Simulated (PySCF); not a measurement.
C₂H₆In, SMILES [CH3][In+][CH3], charge +1.

Geometry: B3LYP-D3(BJ)/def2-SVP. The multiplicity is an assumed one; other spin states were not compared. The isomer is the one that the SMILES or the coordinates give; other isomers of the formula were not compared. The def2 effective core potentials stand for the cores of In; spin–orbit coupling is left out.

Computed with TDDFT-PBE/def2-SVPD run with PySCF.

Vertical excitations; the highest root listed may be one member of a degenerate set. Isolated molecule, no solvent. State labels are in the subgroup C2.

Computed UV-visible absorptions:
```csv
state,symmetry,energy (eV),λ (nm),f,main pairs
S1,B,5.13,242,0.000,HOMO→LUMO (degenerate set)
S2,A,5.13,242,0.000,HOMO→LUMO+1 (degenerate set)
S3,B,6.79,183,0.449,"HOMO→LUMO+2 74 %, HOMO−1→LUMO+1 11 %, HOMO−2→LUMO 11 %"
S4,A,7.48,166,0.000,"HOMO−1→LUMO 50 %, HOMO−2→LUMO+1 50 %"
S5,A,7.54,165,0.001,"HOMO−2→LUMO+1, HOMO−1→LUMO (degenerate set)"
S6,B,7.54,165,0.001,"HOMO−1→LUMO+1, HOMO−2→LUMO (degenerate set)"
S7,B,7.65,162,0.000,"HOMO−3→LUMO 50 %, HOMO−4→LUMO+1 50 %"
S8,B,7.71,161,0.000,"HOMO−4→LUMO+1, HOMO−3→LUMO (degenerate set)"
S9,A,7.71,161,0.000,"HOMO−3→LUMO+1, HOMO−4→LUMO (degenerate set)"
S10,A,7.86,158,0.000,"HOMO−4→LUMO 39 %, HOMO−3→LUMO+1 39 %, HOMO−5→LUMO+2 22 %"
T1,B,4.73,262,0,HOMO→LUMO+2 99 %
T2,B,4.85,256,0,HOMO→LUMO (degenerate set)
T3,A,4.85,256,0,HOMO→LUMO+1 (degenerate set)
T4,B,7.36,169,0,"HOMO−1→LUMO+1 50 %, HOMO−2→LUMO 50 %"
```
Triplets are in the Tamm–Dancoff approximation, which puts them higher than full response would, so one can lie above its singlet here.
